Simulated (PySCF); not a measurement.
sulfuric acid (H2O4S), SMILES O=S(=O)(O)O. Heavy atoms are numbered as in [OH:1][S:2](=[O:3])(=[O:4])[OH:5]. Hydrogens are named by the atom that carries them.

Coordinates come from a TPSSh-D3(BJ)/def2-SVP optimisation. One conformer was computed; it need not be the lowest.

All values below come from PBE/pcSseg-1 (PySCF).

GIAO shieldings, no solvent; atoms alike by connectivity are averaged. δ = σ(ref) − σ: ¹⁷O against H2O (σ = 334.3 ppm); ³³S against H2S (σ = 706.5 ppm); ¹H against TMS (σ = 31.49 ppm), references at their B3LYP-D3(BJ)/def2-TZVP geometries, non-relativistic.

| nucleus | atoms | count | δ (ppm) |
|---|---|---|---|
| ¹⁷O | O3 | 2 | 259.3 |
| ¹⁷O | O1 (OH) | 2 | 238.0 |
| ³³S | S2 | 1 | 541.5 |
| ¹H | H on O1 | 2 | 5.43 |
